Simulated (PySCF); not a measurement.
**33S chemical shifts**

- σ from GIAO-PBE0/pcSseg-1
- GFN2-xTB geometry
- code: PySCF 2.14
- gas phase, one computed conformer, relativity neglected, fast rotation and ring inversion assumed for equivalent nuclei

Shieldings were converted by a linear fit to measured shifts: 33S (scatter 33.3 ppm rms vs sulfate, solution or neat liquid). A few per cent of atoms miss by over 2 rms, more outside the fitted compound classes.

Give the 33S shifts of `CS[SiH2]S/C=C\C(F)(F)F`, `CS[SiH2]S/C=C/C(F)(F)F`, `CCSSCC(C)C`, `C[Si@@H]1SC[C@@H](C(F)(F)F)S1`, `FC(F)(F)S[C@@H]1CSC[SiH2]1`, `CCC(CC)SSC`.

Answers


```tsv
compound	environment	δ (ppm)
[CH3:1][S:2][SiH2:3][S:4]/[CH:5]=[CH:6]\[C:7]([F:8])([F:9])[F:10]	S4: sulfur bonded to C, Si	-383
[CH3:1][S:2][SiH2:3][S:4]/[CH:5]=[CH:6]\[C:7]([F:8])([F:9])[F:10]	S2: sulfur bonded to C, Si	-521
[CH3:1][S:2][SiH2:3][S:4]/[CH:5]=[CH:6]/[C:7]([F:8])([F:9])[F:10]	S4: sulfur bonded to C, Si	-389
[CH3:1][S:2][SiH2:3][S:4]/[CH:5]=[CH:6]/[C:7]([F:8])([F:9])[F:10]	S2: sulfur bonded to C, Si	-518
[CH3:1][CH2:2][S:3][S:4][CH2:5][CH:6]([CH3:7])[CH3:8]	S3: disulfide sulfur	-268
[CH3:1][CH2:2][S:3][S:4][CH2:5][CH:6]([CH3:7])[CH3:8]	S4: disulfide sulfur	-299
[CH3:1][Si@@H:2]1[S:3][CH2:4][C@@H:5]([C:6]([F:7])([F:8])[F:9])[S:10]1	S10: sulfur bonded to C, Si, in a 5-membered ring	-396
[CH3:1][Si@@H:2]1[S:3][CH2:4][C@@H:5]([C:6]([F:7])([F:8])[F:9])[S:10]1	S3: sulfur bonded to C, Si, in a 5-membered ring	-422
[F:1][C:2]([F:3])([F:4])[S:5][C@@H:6]1[CH2:7][S:8][CH2:9][SiH2:10]1	S5: sulfide sulfur	-184
[F:1][C:2]([F:3])([F:4])[S:5][C@@H:6]1[CH2:7][S:8][CH2:9][SiH2:10]1	S8: sulfide sulfur	-283
[CH3:1][CH2:2][CH:3]([CH2:4][CH3:5])[S:6][S:7][CH3:8]	S6: disulfide sulfur	-262
[CH3:1][CH2:2][CH:3]([CH2:4][CH3:5])[S:6][S:7][CH3:8]	S7: disulfide sulfur	-364
```
